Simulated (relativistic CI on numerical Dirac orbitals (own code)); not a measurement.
# One change at a time: Dy LX

Base calculation: Dirac-Coulomb-Breit CI, orbitals from a KLI potential per configuration, model QED (radiative potential, 1s self-energy scaled to tabulated hydrogen-like ionisation energies), unscaled Slater integrals.

Configuration list (outside the closed core 1s2): 2s2 2p3, 2s 2p4, 2p5, 2p4 3s, 2p4 3p, 2p4 3d, 2s2 2p2 3s, 2s2 2p2 3p, 2s2 2p2 3d, 2s 2p3 3s, 2s 2p3 3p, 2s 2p3 3d, 2s2 2p2 4s, 2s2 2p2 4p, 2s2 2p2 4d, 2s2 2p2 4f, 2s 2p3 4s, 2s2 2p 3s2, 2s 2p3 4p, 2s 2p3 4d, 2s 2p3 4f, 2s2 2p 3s 3p, 2s2 2p2 5s, 2s2 2p 3s 3d, 2s2 2p2 5p, 2s2 2p 3p2, 2s2 2p2 5d, 2s2 2p2 5f, 2s2 2p2 5g, 2s2 2p 3p 3d, 2s 2p2 3s2, 2s2 2p 3d2, 2s 2p2 3s 3p, 2s 2p2 3s 3d, 2s 2p2 3p2, 2s 2p3 5s. Levels of other configurations are missing.

Variants: (1) valence Slater integrals scaled by 0.9. Shifts of the energy above 2s2 2p3 2P°_3/2, in eV, for the lowest level and the first level of each name with at least 55 % of one term (blank where a level changes its place among those of its configuration and J or its character, or is not in the variant):

```csv
Level,Base,Δ(1)
2s2 2p3 2P°_3/2,0.00,0.00
2s2 2p3 4S°_3/2,815.64,+3.19
2s2 2p3 2D°_5/2,838.32,+0.24
2s2 2p3 2P°_1/2,881.77,-2.99
2s 2p4 4P_5/2,1106.82,+4.78
2s 2p4 2S_1/2,1198.17,-3.48
2s 2p4 4P_3/2,1946.62,+5.67
2s 2p4 2D_5/2,1985.46,+1.11
2s 2p4 2P_1/2,2038.84,-3.13
2p5 2P°_3/2,2370.58,-0.86
2p5 2P°_1/2,3212.65,-0.17
2s2 2p2 3s 4P_3/2,7795.73,+2.87
2s2 2p2 3s 2P_1/2,7804.94,+1.91
2s2 2p2 3s 2D_5/2,7814.95,+0.36
2s2 2p2 3s 2D_3/2,7820.86,-0.16
2s2 2p2 3p 4D°_3/2,7889.71,+2.98
2s2 2p2 3p 2F°_7/2,8148.05,+0.81
2s2 2p2 3p 2D°_5/2,8173.35,-1.56
2s2 2p2 3d 4D_1/2,8227.20,+2.66
2s2 2p2 3d 2G_9/2,8301.72,+0.91
2s2 2p2 3d 2F_7/2,8325.33,-1.53
```

At this charge energies of transitions that change n are usually good to better than 1 %, and those within a shell (Δn = 0) to a few per cent.

Ionisation energy from the two ground configurations alone: base 12985.2 eV. The NIST ASD value (theoretical) is 12986 eV.

LS names give the leading component of a level, which can be under half, so a name can repeat, a term be missing and a line seem to break the LS rules.
